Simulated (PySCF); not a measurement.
## NaTe: energy against distance

Set-up: basis Na def2-SVP, Te def2-SVP with ECP28; scalar-relativistic core potentials; PySCF 2.14. Energies in eV from Na + Te in their ground configurations at the same level. State: ²Π (doublet), unpaired electrons π ↑.

All columns are M06. A positive dipole means Na(−)Te(+).

```
R (Å)  E (eV)   μ (D)  Mulliken charge on Na (basis-dependent)  HOMO (eV)  LUMO (eV)  Mayer bond order  ⟨S²⟩
2.417  -1.882   -7.30                                     0.60      -4.74      -3.12              0.76  0.75
2.529  -2.148   -7.64                                     0.58      -4.63      -3.01              0.78  0.75
2.641  -2.299   -7.98                                     0.56      -4.52      -2.91              0.80  0.75
2.726  -2.357   -8.25                                     0.55      -4.45      -2.84              0.82  0.75
2.810  -2.378   -8.52                                     0.54      -4.38      -2.77              0.82  0.75
2.894  -2.372   -8.79                                     0.53      -4.31      -2.70              0.82  0.75
3.007  -2.332   -9.15                                     0.52      -4.23      -2.62              0.82  0.75
3.147  -2.245   -9.61                                     0.52      -4.13      -2.52              0.81  0.75
3.316  -2.108  -10.15                                     0.53      -4.03      -2.41              0.79  0.75
3.541  -1.898  -10.85                                     0.53      -3.92      -2.30              0.77  0.76
```

A fit through these points gives, at Re = 2.831 Å, μ = -8.58 D and dμ/dR = -3.21 D/Å; the reduced mass is 19.53 u.

Problem. How strong is the fundamental in the double-harmonic approximation, I = 42.26·(dμ/dR)²/μred km/mol?

Solution. I = 42.26·(-3.21)²/19.53 = 22.3 km/mol at M06.

These are scalar-relativistic numbers at best; spin–orbit coupling would shift them, the dissociation energy most. The state was picked by a PBE0 search and need not be the measured ground state.
